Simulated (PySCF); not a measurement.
ClH4NO2Si. Atoms are numbered in the order given.

```xyz
9

N      1.7907    -0.3043    -0.1573
Si     0.1232    -0.0229    -0.3382
O     -0.2374     1.3786    -1.1319
O     -0.6258    -1.2068    -1.2004
Cl    -0.6168     0.0676     1.5935
H      2.1316    -0.7294     0.6962
H      2.3545    -0.5584    -0.9605
H      0.1231     2.1847    -0.7510
H     -1.4781    -0.9697    -1.5792
```

The structure is a stationary point at PBE0-D3(BJ)/def2-SVP. This is a generated structure with no PubChem entry under its InChIKey; it may be hypothetical. The values are those of a single conformer.

The numbers are results of r2SCAN/def2-TZVP (PySCF), not measurements.

Atomic charges (e):

```
atom  Mulliken    IAO
----  --------  -----
N1       -0.63  -0.89
Si2       0.80   1.53
O3       -0.53  -0.81
O4       -0.52  -0.81
Cl5      -0.28  -0.36
H6        0.25   0.29
H7        0.25   0.28
H8        0.33   0.38
H9        0.33   0.38
```

### Question
Give the Mayer and Wiberg (Löwdin basis) orders of the bonds. (An estimate is asked for; the answer gives what the named calculation found.)

### Answer

```
bond     Mayer  Wiberg
-------  -----  ------
N1–Si2    1.21    1.55
Si2–O3    1.21    1.66
Si2–O4    1.22    1.68
Si2–Cl5   1.10    1.75
N1–H6     0.91    0.95
N1–H7     0.91    0.95
O3–H8     0.87    1.02
O4–H9     0.87    1.01
```
